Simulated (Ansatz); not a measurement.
Consider the germylene loss: `[Cl][GeH3]` → HCl + `[GeH2]`.

Isolated molecules relaxed with PBE0-D4/def2-TZVP in Ansatz; ΔE leaves out vibrations. CCSD(T)/CBS is the MP2 limit (def2-TZVPP, def2-QZVPP) plus CCSD(T) − MP2 in def2-TZVPP, frozen cores. This one scheme is used for every species. Functionals use def2-TZVPP. For Ge outer-core shells are correlated without core-valence functions, which leaves a few kJ/mol of doubt a bond. Scalar relativity is left out up to krypton.

`[Cl][GeH3]`:

```xyz
5

Cl   -1.007    0.178    1.713
Ge    0.081   -0.014   -0.138
H    -0.858    0.437   -1.261
H     0.469   -1.489   -0.282
H     1.314    0.889   -0.032
```

HCl:

Cartesian coordinates in Å:
```
Cl -0.342 0.349 0.412
H 0.342 -0.349 -0.412
```

`[GeH2]`:

Z-matrix (Å, degrees):
```
Ge
H 1 1.595
H 1 1.594 2 90.6
```

Q: Is it downhill or uphill in electronic energy at CCSD(T)/CBS, and by how much? (Best estimate.)

A: Ansatz gave: Uphill: ΔE = +56.8 kcal/mol.

Q: What do these levels give: B97M-V, r2SCAN0, RPA@PBE/def2-TZVPP, MP2/def2-SVP, CCSD(T)/def2-SVP, CCSD/def2-TZVPP? (Estimate.)

A: Ansatz gave: B97M-V 59.6, r2SCAN0 61.3, RPA@PBE/def2-TZVPP 53.7, MP2/def2-SVP 59.8, CCSD(T)/def2-SVP 54.9, CCSD/def2-TZVPP 56.7 kcal/mol.

Largest T1 diagnostic among the species: 0.012.

From PBE to PBE0 (25 % exact exchange), in def2-TZVPP and without D4, ΔE moves by +3.0 kcal/mol. The D4 term adds +1.8 kcal/mol with B3LYP and +0.9 kcal/mol with PBE0; it sums over pairs of atoms, weighted by their polarisabilities, and B3LYP, whose exchange is more repulsive, gets the larger term.

B3LYP here is the variant with VWN-RPA as its local correlation; programs differ in this.
